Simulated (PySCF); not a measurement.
B(Cl)(vinyl)(OMe) (C₃H₆BClO), SMILES C=CB(Cl)OC.

Coordinates come from a PBE-D3(BJ)/def2-SVP optimisation. The values are those of a single conformer.

These are PBE-D3(BJ)/def2-SVP in PySCF values and carry that method's errors.

Frequencies are harmonic and unscaled.

Q: Give all harmonic wavenumbers and intensities. (An estimate is asked for; the answer gives what the named calculation found.)

A: 
```tsv
mode	ν (cm⁻¹)	IR (km/mol)	moving atoms (share of kinetic energy)
1	86	1.4	H 47 %, C 44 %
2	148	2.5	O 44 %, H 26 %, C 15 %, Cl 9 %
3	162	1.2	H 69 %, C 24 %
4	205	0.5	C 45 %, H 36 %, Cl 9 %
5	238	1.3	C 33 %, H 23 %, O 17 %, Cl 14 %, B 13 %
6	284	0.9	C 41 %, H 32 %, Cl 11 %, O 10 %
7	376	9.5	H 25 %, Cl 24 %, O 23 %, C 21 %
8	453	3.2	Cl 28 %, C 27 %, H 23 %, B 17 %
9	653	20.8	B 50 %, H 23 %, C 22 %
10	659	14.8	C 41 %, O 29 %, H 24 %
11	946	28.3	H 73 %, C 27 %
12	967	26.5	H 42 %, B 27 %, C 21 %
13	1002	141.5	H 44 %, B 43 %, C 11 %
14	1017	30.4	H 81 %, C 12 %
15	1059	96.7	C 32 %, O 28 %, H 21 %, B 18 %
16	1134	7.9	H 75 %, C 19 %
17	1152	4.2	H 73 %, C 20 %
18	1254	15.9	H 70 %, C 27 %
19	1345	259.3	H 43 %, B 25 %, O 17 %, C 15 %
20	1396	52.2	H 79 %, C 15 %
21	1419	3.8	H 96 %
22	1424	4.3	H 95 %
23	1461	138.6	H 51 %, B 25 %, O 20 %
24	1633	31.7	C 86 %, H 13 %
25	2955	43.4	H 97 %
26	3043	19.6	H 90 %, C 10 %
27	3059	10.9	H 95 %
28	3063	18.4	H 90 %, C 10 %
29	3075	2.2	H 92 %, C 8 %
30	3150	10.1	H 89 %, C 11 %
```
